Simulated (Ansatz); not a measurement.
Reaction (formal exchange of groups at a Zn–C bond): `CC[CH2][Zn][CH3]` + CH₃OH → `[CH3][Zn][CH2]O` + `CCC`

Isolated molecules relaxed with PBE0-D4/def2-TZVP in Ansatz; ΔE leaves out vibrations. CBS: MP2 limit from def2 TZ/QZ plus the TZ coupled-cluster correction, frozen cores. This one scheme is used for every species. DFT in def2-TZVPP. For Zn outer-core shells are correlated without core-valence functions, which leaves a few kJ/mol of doubt a bond. Scalar relativity is left out up to krypton. One conformer a species, not always the lowest.

```tsv
level	ΔE (kJ/mol)	difference from CCSD(T)/CBS
PBE0-D4	11.2	-2.4
ωB97M-V	10.7	-2.9
B2PLYP	9.3	-4.3
PBE	5.1	-8.5
r2SCAN	8.5	-5.1
MP2/def2-TZVPP	16.7	3.1
CCSD/def2-TZVPP	13.5	-0.1
CCSD(T)/def2-TZVPP	14.1	0.5
SCS-MP2/def2-QZVPP	14.2	0.6
MP2/CBS(def2)	16.2	2.6
CCSD(T)/CBS	13.6	0
```

Largest T1 diagnostic among the species: 0.013.

In def2-TZVPP, CCSD(T) changes the Hartree–Fock value by +3.5 kJ/mol (the triples alone add +0.6 kJ/mol) and MP2 by +6.0 kJ/mol. From PBE to PBE0 (25 % exact exchange), in def2-TZVPP and without D4, ΔE moves by +3.7 kJ/mol.

CCSD(T)/CBS has its own doubt, a few kJ/mol and more with outer-core shells, so smaller differences from it don't rank the levels.
